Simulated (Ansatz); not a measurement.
A nudged elastic band was laid between two geometries of BCl₂H₃S (7 atoms, charge 0, multiplicity 1).

Method: RKS PBE0-D4/cc-pVDZ in Ansatz.

| Item | Value |
| --- | --- |
| movable images | 9 |
| climbing image | yes |
| spring | 5.0 eV/Å² |
| optimiser | quadratic models (default) |
| start path | straight line |
| force threshold | 0.03 eV/Å |
| iteration limit | 60 |
| end points | relaxed |

First end point:

```xyz
7
Properties=species:S:1:pos:R:3
B 0.086 -0.010 0.071
H 0.299 0.677 1.040
Cl 1.391 0.003 -1.193
Cl -1.618 0.053 -0.561
S 0.323 -1.919 0.945
H -0.178 -2.667 -0.072
H -0.839 -1.975 1.644
```

Last end point:

```xyz
7
Properties=species:S:1:pos:R:3
B 0.189 -0.873 -0.689
H -0.329 0.633 2.251
Cl 1.614 0.126 -0.918
Cl -1.391 -0.247 -1.140
S 0.422 -2.514 0.002
H -0.887 -2.866 -0.017
H -0.153 -0.096 2.385
```

(1) Which bonds break or form, and what moves?

(2) What energy profile does the band end with?

(3) What is the geometry of the highest image?

Results:

(1) Bonds broken: B1–H2, S5–H7. Bonds formed: H2–H7. BCl2H3S becomes BCl2HS + H2.

(2) The run converged. The highest image is number 6 of 0 to 10, 22.3 kcal/mol above the first end and 29.4 kcal/mol above the last; the last end lies 7.2 kcal/mol below the first. The order of the stationary point at the top wasn't checked. The orbitals stay closed-shell, which can raise the energy where a bond breaks towards radicals; this wasn't checked here.

```csv
image,path coordinate (Å),energy (kcal/mol),B1–H2 (Å),S5–H7 (Å),H2–H7 (Å)
0,0.00,0.0,1.21,1.36,2.95
1,0.53,0.7,1.20,1.36,2.77
2,1.06,1.8,1.20,1.36,2.66
3,1.60,2.2,1.20,1.36,2.64
4,2.13,3.7,1.20,1.35,2.17
5,2.66,11.6,1.22,1.38,1.62
6,3.19,22.3,1.32,1.65,1.08
7,3.78,9.6,1.80,2.20,0.79
8,4.36,-2.5,2.39,2.61,0.76
9,4.94,-6.5,2.87,3.02,0.76
10,5.52,-7.2,3.34,3.44,0.76
```

(3) 
```xyz
7
Properties=species:S:1:pos:R:3:forces:R:3
B 0.012 -0.333 0.020 0.00 0.00 0.00
H -0.232 0.050 1.255 0.00 0.00 0.00
Cl 1.503 0.528 -0.483 0.00 0.00 0.00
Cl -1.517 -0.109 -0.890 0.00 0.00 0.00
S 0.472 -2.278 0.344 0.00 0.00 0.00
H -0.816 -2.703 0.341 0.00 0.00 0.00
H 0.043 -0.992 1.288 0.00 0.00 0.00
```

Time of the run: 6.5 min on 2 threads of Arm Neoverse V1, on a shared host, peak memory 0.18 GiB.
